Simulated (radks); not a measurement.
The numbers below are computed, except where a source is named.
Question: All-electron atom: Dy6+ in [Kr] 4d10 4f8 5s2 5p4. Code: a radial shooting solver on a logarithmic mesh with Libxc functionals. Model: scalar-relativistic Kohn-Sham, exchange-only LDA, spin-polarised, spherical densities, point nucleus; open shells are filled with parallel spins first (spin-orbit coupling, left out, can overturn this in heavy ions). Some entries of the table are withheld. Estimate them.

orbital,occ.,eigenvalue (Ry),<r^2> (bohr^2),r(max) (bohr)
1s up,1,-3946.861,0.0006101,0.01339
1s down,1,-3946.847,0.0006101,0.01339
2s up,1,-662.6885,0.009532,0.07609
2s down,1,-662.6715,0.009531,0.07609
2p up,3,-588.9447,0.007713,0.06170
2p down,3,-588.9267,0.007712,0.06170
3s up,1,-152.6449,0.06304,0.2157
3s down,1,-152.4182,0.06294,0.2156
3p up,3,-130.0091,0.06330,0.2119
3p down,3,-129.7828,0.06317,0.2118
3d up,5,-100.8174,0.05296,0.1729
3d down,5,-100.6390,0.05281,0.1728
4s up,1,-35.49586,0.3158,0.4937
4s down,1,-35.01446,0.3158,0.4936
4p up,3,-28.01542,0.3564,0.5154
4p down,3,-27.53754,0.3564,0.5153
4d up,5,-17.82122,0.4233,(1)
4d down,5,-17.34526,0.4236,(2)
5s up,1,-9.40999,1.639,1.118
5s down,1,-9.00652,1.672,1.123
5p up,3,-7.39464,2.066,1.240
5p down,1,-7.03114,2.133,1.251
4f up,7,-6.63264,0.6759,0.5259
4f down,1,-6.15742,0.6940,0.5268

Answer: 
(1) 4d up r(max) (bohr): 0.5330
(2) 4d down r(max) (bohr): 0.5329
